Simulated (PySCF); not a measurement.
Compound: Nb(NEt)(OH)3, C₂H₈NNbO₃ (singlet state).
Bonds: Nb1–N2, Nb1–O10, Nb1–O12, Nb1–O14, N2–C3, C3–C4. Hydrogens: H5, H6 on C3; H7, H8, H9 on C4; H11 on O10; H13 on O12; H15 on O14.

Computed by this run: PBE0-D3(BJ)/def2-SVP geometry optimisation, gas phase, def2 core potentials past Kr in PySCF; density fitting, grid level 1; the optimiser is geomeTRIC in internal coordinates, started from a GFN2-xTB structure with every atom displaced at random (about 0.03 Å).

The end geometry, which sets the zero of energy:
```
atom  x, y, z in Å
Nb1    -0.2016   -0.4052   -1.5520
N2     -0.1759   -0.3778    0.1955
C3     -0.0748   -0.3021    1.6118
C4      0.5192    1.0186    2.0817
H5     -1.0739   -0.4445    2.0664
H6      0.5485   -1.1391    1.9793
H7      0.5970    1.0461    3.1796
H8      1.5245    1.1614    1.6581
H9     -0.1072    1.8640    1.7583
O10     1.6248   -0.1520   -2.0951
H11     1.9207   -0.1189   -3.0108
O12    -1.3056    1.0041   -2.2031
H13    -1.7811    1.7191   -1.7726
O14    -0.8917   -2.0750   -2.1577
H15    -1.1556   -2.8748   -1.6954
```

Question: These geometries come from the run, each turned onto the end geometry. Order them by energy, lowest first.
A.
```
atom  x, y, z in Å
Nb1    -0.1913   -0.4743   -1.4947
N2     -0.2061   -0.5026    0.2530
C3     -0.1403   -0.3543    1.6338
C4      0.6249    1.0274    1.9829
H5     -1.0846   -0.4580    2.0874
H6      0.5514   -1.1290    2.0560
H7      0.6671    1.1378    3.0689
H8      1.5436    1.1162    1.4959
H9     -0.1275    1.8194    1.6616
O10     1.5710   -0.1083   -1.9174
H11     1.8537   -0.0511   -2.8369
O12    -1.2272    1.0705   -2.0171
H13    -1.8723    1.8805   -1.9387
O14    -0.8659   -2.0579   -2.0741
H15    -1.1294   -2.9924   -1.9165
```
B.
```
atom  x, y, z in Å
Nb1    -0.2247   -0.4216   -1.4897
N2     -0.1616   -0.4407    0.2518
C3     -0.0605   -0.3103    1.6604
C4      0.5482    1.0264    2.0709
H5     -1.0593   -0.4143    2.1303
H6      0.5668   -1.1291    2.0599
H7      0.6349    1.0880    3.1674
H8      1.5404    1.1416    1.6075
H9     -0.0913    1.8581    1.7444
O10     1.6082   -0.1290   -2.0205
H11     1.8750   -0.0932   -2.9456
O12    -1.2578    1.0282   -2.1092
H13    -1.8673    1.7524   -1.9957
O14    -0.9170   -2.0663   -2.1445
H15    -1.1668   -2.9664   -1.9435
```
C.
```
atom  x, y, z in Å
Nb1    -0.1861   -0.3818   -1.5436
N2     -0.1205   -0.3715    0.2027
C3     -0.0616   -0.3002    1.6229
C4      0.5159    1.0162    2.1130
H5     -1.0746   -0.4462    2.0426
H6      0.5395   -1.1448    2.0109
H7      0.5777    1.0426    3.2117
H8      1.5346    1.1632    1.7238
H9     -0.0927    1.8657    1.7658
O10     1.6336   -0.1853   -2.1300
H11     1.8674   -0.1698   -3.0649
O12    -1.2953    1.0194   -2.1954
H13    -1.8597    1.7160   -1.8517
O14    -0.8846   -2.0419   -2.1554
H15    -1.1266   -2.8577   -1.7086
```
D.
```
atom  x, y, z in Å
Nb1    -0.2367   -0.4195   -1.4908
N2     -0.1816   -0.4500    0.2621
C3     -0.0771   -0.3169    1.6659
C4      0.5639    1.0285    2.0621
H5     -1.0603   -0.4080    2.1569
H6      0.5759   -1.1177    2.0711
H7      0.6453    1.1011    3.1582
H8      1.5365    1.1202    1.5664
H9     -0.1026    1.8479    1.7501
O10     1.6255   -0.0980   -2.0164
H11     1.9089   -0.0599   -2.9379
O12    -1.2517    1.0380   -2.0935
H13    -1.8542    1.7676   -2.0109
O14    -0.9364   -2.1005   -2.1327
H15    -1.1882   -3.0091   -1.9666
```
E.
```
atom  x, y, z in Å
Nb1    -0.1836   -0.3807   -1.5544
N2     -0.1252   -0.3647    0.1922
C3     -0.0671   -0.3013    1.6113
C4      0.5141    1.0150    2.1093
H5     -1.0790   -0.4473    2.0340
H6      0.5419   -1.1430    1.9931
H7      0.5664    1.0351    3.2087
H8      1.5311    1.1589    1.7153
H9     -0.0997    1.8639    1.7710
O10     1.6394   -0.1801   -2.1373
H11     1.8799   -0.1642   -3.0704
O12    -1.2982    1.0170   -2.2001
H13    -1.8378    1.7118   -1.8158
O14    -0.8863   -2.0504   -2.1470
H15    -1.1289   -2.8462   -1.6657
```

Answer: E (0.005 eV), C (0.011 eV), B (0.075 eV), D (0.163 eV), A (0.945 eV).

In the order of the answer:

```tsv
step	E above end (eV)	largest force (eV/Å)	rms force component (eV/Å)	rms distance from end (Å)	rms bond change (Å)	bond most changed (Å)
6	0.005	0.15	0.032	0.045	0.001	Nb1–O12 -0.004
5	0.011	0.20	0.054	0.051	0.002	C3–C4 -0.004
2	0.075	0.39	0.120	0.112	0.007	Nb1–O12 -0.020
1	0.163	1.15	0.350	0.129	0.016	Nb1–O10 +0.039
0	0.945	5.18	1.624	0.160	0.053	C3–C4 +0.095
```

The cost below is that of the whole optimisation. The run took 4.8 min of wall time on an Intel Xeon Platinum 8259CL at 2.50 GHz with one thread (shared host), and the process peaked at 0.63 GiB of memory.
